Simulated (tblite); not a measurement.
Run record: tight-binding relaxation, `BCB(C)C(C)C`.

Computed with GFN2-xTB geometry optimisation, gas phase (tblite 0.8.0). Start geometry: from a force field or distance geometry. The input is one job of a driver script: a line of settings, then coordinates in Å.

Command:
```bash
OMP_NUM_THREADS=1 python probes_run.py task.json out
```

Input:
```
{"job": {"kind": "relax", "xc": "GFN2-xTB", "basis": "xTB"}, "charge": 0, "multiplicity": 1}
B     -1.778600     1.540600    -0.356700
C     -1.618700     0.662000     0.954100
B     -0.453000    -0.385600     0.586400
C     -1.020400    -1.752400    -0.017000
C      0.869000     0.293300     0.085900
C      1.162200    -0.005600    -1.383100
C      2.079800    -0.087600     0.898000
H     -2.313100     1.101900    -1.296800
H     -1.415500     2.655100    -0.358100
H     -1.245800     1.292600     1.805900
H     -2.564800     0.137700     1.208100
H     -0.403400    -2.130000    -0.838700
H     -2.059200    -1.589500    -0.393300
H     -1.131300    -2.522200     0.790700
H      0.812000     1.420000     0.146000
H      2.129200    -0.555900    -1.372400
H      0.357900    -0.529100    -1.890900
H      1.304800     0.954400    -1.920000
H      2.579600     0.829600     1.309000
H      2.865600    -0.582700     0.276000
H      1.835000    -0.729600     1.766400
```

Output:
```
step      E/eV     max force
  0    -550.94017    2.429
  1    -551.18724    1.602
  2    -551.30653    0.921
  3    -551.36496    0.628
  4    -551.41448    0.375
  5    -551.43663    0.288
  6    -551.45611    0.346
  7    -551.47317    0.338
  8    -551.48569    0.249
  9    -551.49462    0.216
... (203 lines left out)
213    -551.96464    0.036
214    -551.96473    0.033
215    -551.96480    0.023
216    -551.96486    0.021
217    -551.96493    0.021
218    -551.96500    0.017
219    -551.96506    0.016
220    -551.96510    0.014
221    -551.96512    0.012
222    -551.96515    0.008
```

«max force» is the largest atomic force in eV/Å.

**Question.** From which step on does the largest force stay under 0.1 eV/Å, and how much energy is left to gain from there?

**Answer.** From step 62 (0.095 eV/Å), 38.5 meV above the end.

Main results: energy lowered by 23.6 kcal/mol over 222 steps; largest atomic force 0.008 eV/Å at the end.

**Question.** Where do the atoms end?

**Answer.** 0.761 Å rms from the input after alignment:
```
atom  x, y, z in Å
B1    -2.1865    1.3490   -0.6586
C2    -1.6775    0.8124    0.7198
B3    -0.4951   -0.1975    0.4154
C4    -0.7991   -1.7358    0.2644
C5     0.9846    0.3645    0.2196
C6     1.2236    0.5323   -1.2915
C7     2.0839   -0.5252    0.8112
H8    -2.9055    0.6964   -1.3128
H9    -1.8430    2.3941   -1.0587
H10   -1.3326    1.6245    1.3576
H11   -2.4778    0.2745    1.2275
H12   -0.1528   -2.2337   -0.4557
H13   -1.8309   -1.9447   -0.0091
H14   -0.6225   -2.2300    1.2212
H15    1.0946    1.3584    0.6683
H16    1.1922   -0.4326   -1.7930
H17    0.4576    1.1685   -1.7301
H18    2.1980    0.9821   -1.4748
H19    3.0665   -0.0921    0.6298
H20    2.0619   -1.5157    0.3633
H21    1.9515   -0.6324    1.8858
```

**Question.** Estimate the wall time. Hardware: one thread, Arm Neoverse V1 (aarch64), no GPU, shared host.

**Answer.** About 1.4 s.
Labels such as C1 count atoms from 1, the log's own numbers from 0.
